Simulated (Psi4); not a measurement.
H$_{5}$BeNSi (SMILES [NH2][Be][SiH3]), singlet, at a GFN2-xTB geometry (such geometries of metal compounds can be far from the true shape); PBE/def2-SVPD run with Psi4.

The Psi4 input:
```
memory 2 GB

molecule {
0 1
Be    0.58313721    0.06897768   -0.53921615
N     1.71091087    0.22697139   -1.53208210
H     2.34654278   -0.48564387   -1.85487439
H     1.99282811    1.06902751   -2.00907504
Si   -1.00992486   -0.13357268    0.90492953
H    -1.91476569   -1.28794588    0.76880420
H    -1.97875203    0.97331861    0.98912511
H    -0.61582994   -0.26344940    2.31844588
}

set {
  basis def2-svpd
}

energy('pbe')
print_variables()
```

Output, abridged:

```
   => Loading Basis Set <=

    Name: DEF2-SVPD
    Role: ORBITAL
    Keyword: BASIS

         ---------------------------------------------------------
                                   SCF
               by Justin Turney, Rob Parrish, Andy Simmonett
                          and Daniel G. A. Smith
                              RKS Reference
         ---------------------------------------------------------

  ==> Geometry <==

    Molecular point group: c1
    Full point group: C1

    Geometry (in Angstrom), charge = 0, multiplicity = 1:

       Center              X                  Y                   Z               Mass
    ------------   -----------------  -----------------  -----------------  -----------------
         BE           0.569083453698     0.067758145887    -0.525257191669     9.012183065000
         N            1.696857113698     0.225751855887    -1.518123141669    14.003074004430
         H            2.332489023698    -0.486863404113    -1.840915431669     1.007825032230
         H            1.978774353698     1.067807975887    -1.995116081669     1.007825032230
         SI          -1.023978616302    -0.134792214113     0.918888488331    27.976926534650
         H           -1.928819446302    -1.289165414113     0.782763158331     1.007825032230
         H           -1.992805786302     0.972099075887     1.003084068331     1.007825032230
         H           -0.629883696302    -0.264668934113     2.332404838331     1.007825032230

  Running in c1 symmetry.

  Rotational constants: A =      2.59824  B =      0.10246  C =      0.10165 [cm^-1]
  Rotational constants: A =  77893.20451  B =   3071.68508  C =   3047.46597 [MHz]
  Nuclear repulsion =   71.487017274561865

  Charge       = 0
  Multiplicity = 1
  Electrons    = 30
  Nalpha       = 15
  Nbeta        = 15

  ==> Algorithm <==

  SCF Algorithm Type is DF.
  DIIS enabled.
  MOM disabled.
  Fractional occupation disabled.
  Guess Type is SAD.
  Energy threshold   = 1.00e-06
  Density threshold  = 1.00e-06
  Integral threshold = 1.00e-12

  ==> Primary Basis <==

  Basis Set: DEF2-SVPD
    Blend: DEF2-SVPD
    Number of shells: 44
    Number of basis functions: 96
    Number of Cartesian functions: 100
    Spherical Harmonics?: true
    Max angular momentum: 2

  ==> DFT Potential <==

   => LibXC <=

    Version 7.1.2
    S. Lehtola, C. Steigemann, M. J. T. Oliveira, and M. A. L. Marques,  SoftwareX 7, 1–5 (2018) (10.1016/j.softx.2017.11.002)

[...]
   @DF-RKS iter   4:  -361.60770856087049   -3.57990e-02   1.13964e-03 ADIIS/DIIS
   @DF-RKS iter   5:  -361.61680925957813   -9.10070e-03   1.42029e-04 ADIIS/DIIS
   @DF-RKS iter   6:  -361.61696507166181   -1.55812e-04   5.51326e-05 DIIS
   @DF-RKS iter   7:  -361.61699348628031   -2.84146e-05   1.28649e-05 DIIS
   @DF-RKS iter   8:  -361.61699476989168   -1.28361e-06   2.71318e-06 DIIS
   @DF-RKS iter   9:  -361.61699481763998   -4.77483e-08   3.10054e-07 DIIS
  Energy and wave function converged.

  ==> Post-Iterations <==

   Electrons on quadrature grid:
      Ntotal   =   30.0000080384 ; deviation = 8.038e-06

    Orbital Energies [Eh]
    ---------------------

    Doubly Occupied:

[...]
    Virtual:

[...]
    Final Occupation by Irrep:
              A
    DOCC [    15 ]
    NA   [    15 ]
    NB   [    15 ]

  @DF-RKS Final Energy:  -361.61699481763998

   => Energetics <=

    Nuclear Repulsion Energy =             71.4870172745618646
    One-Electron Energy =                -639.9695655566974892
    Two-Electron Energy =                 239.1313094274725017
    DFT Exchange-Correlation Energy =     -32.2657559629768187
    Empirical Dispersion Energy =           0.0000000000000000
    VV10 Nonlocal Energy =                  0.0000000000000000
    Total Energy =                       -361.6169948176399771

Computation Completed

Properties will be evaluated at   0.000000,   0.000000,   0.000000 [a0]

Properties computed using the SCF density matrix

 Multipole Moments:

 ------------------------------------------------------------------------------------
     Multipole            Electronic (a.u.)      Nuclear  (a.u.)        Total (a.u.)
 ------------------------------------------------------------------------------------

 L = 1.  Multiply by 2.5417464519 to convert [e a0] to [Debye]
 Dipole X            :          1.5360752           -0.7967323            0.7393430
 Dipole Y            :          0.1628691           -0.0691378            0.0937313
 Dipole Z            :         -1.4618881            0.7913580           -0.6705301
 Magnitude           :                                                    1.0025090

 ------------------------------------------------------------------------------------

  Variable Map:
  ----------------------------------------------------------------------------
[...]
  Array Variable Map:
  ----------------------------------------------------------------------------
[...]
[...]
```
